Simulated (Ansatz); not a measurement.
A structure relaxed at PBE-D4/def2-SVPD in Ansatz, charge -1, doublet:

```
atom    x (Å)    y (Å)    z (Å)
 Cr1   0.4802   0.5913   0.1519
 Cr2  -0.6055  -1.1035  -1.3877
  O3  -1.2656   0.0979  -0.2623
  O4   1.3909   0.4142   1.4980
```

Problem. Give its formula.

Solution. Cr₂O₂⁻.

Problem. Summarise the bond lengths by kind (pairs closer than 1.2 times the sum of covalent radii, bridged metal pairs left out).

Solution. 3 × Cr–O 1.63 to 1.86 Å.

The charge -1 doublet is spin-contaminated (final ⟨S²⟩ up to 3.99, 0.75 for a pure state). The highest occupied level of the charge -1 doublet lies above zero (up to 0.98 eV). It is a level of β spin, whose loss leaves a triplet; that state wasn't run at this geometry and level. The electron is either unbound and held by the finite basis, or the level is raised by self-interaction error. The relaxation made no stability test and no search for a lower SCF solution. At PBE-D4/def2-SVPD a quartet of charge -1 lies 0.10 eV below the doublet, each at its own geometry. Another isomer (doublet) lies 0.32 eV lower at PBE0-D4/def2-TZVPD.
